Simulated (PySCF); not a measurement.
A structure optimised at PBE0-D3(BJ)/def2-SVP, used in a PySCF frequency run:

```xyz
14

C     -0.2930    -2.4828     0.0000
N      0.6050    -1.3540     0.0000
B      0.2439    -0.0179     0.0000
C      0.9737     1.3924     0.0000
O     -0.3144     2.0314     0.0000
C     -1.1005     0.8278     0.0000
H     -1.3313    -2.1240     0.0000
H     -0.1567    -3.1186    -0.8912
H     -0.1567    -3.1186     0.8912
H      1.5897    -1.5966     0.0000
H      1.5701     1.6651     0.8922
H      1.5701     1.6651    -0.8922
H     -1.7531     0.7598     0.8921
H     -1.7531     0.7598    -0.8921
```
Charge 0, spin multiplicity 1.

**Question.** Write its SMILES, formula and point group.

**Answer.** CNB1COC1, C₃H₈BNO, Cs

**Question.** What are its rotational constants (standard atomic weights)?

**Answer.** 9.2576, 2.1475, 1.8030 GHz
